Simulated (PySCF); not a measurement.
A structure optimised at PBE-D3(BJ)/def2-TZVP, used in a PySCF frequency run:

```xyz
3

Te     0.0000     0.0000     0.5953
Cl     0.0000     1.8011    -0.9105
Cl     0.0000    -1.8011    -0.9105
```

Question: Write its SMILES, formula and point group.

Answer: Cl[Te]Cl, Cl₂Te, C2v

Question: What are its rotational constants (standard atomic weights)?

Answer: 4.8900, 2.1974, 1.5161 GHz
